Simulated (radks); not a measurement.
Question: Successive ionisation energies (eV) of one element, from differences of total energies of ions in their ground configurations, starting at charge 0: 11.984, 21.030, 35.678, 47.277, 59.084, 87.316, 103.51, 193.55, 227.75, 263.51, 300.68. Method: scalar-relativistic Kohn-Sham, r2SCAN, spin-polarised, spherical densities, finite nucleus; open shells are filled with parallel spins first; meta-GGA in the generalised Kohn-Sham scheme; Fermi nuclear charge, rms radius 4.1629 fm; computed with a radial shooting solver on a logarithmic mesh with Libxc functionals. Which element is it?

Answer: Bromine (Z = 35). The first species listed is Br in [Ar] 3d10 4s2 4p5, the last Br10+ in [Ar] 3d7.
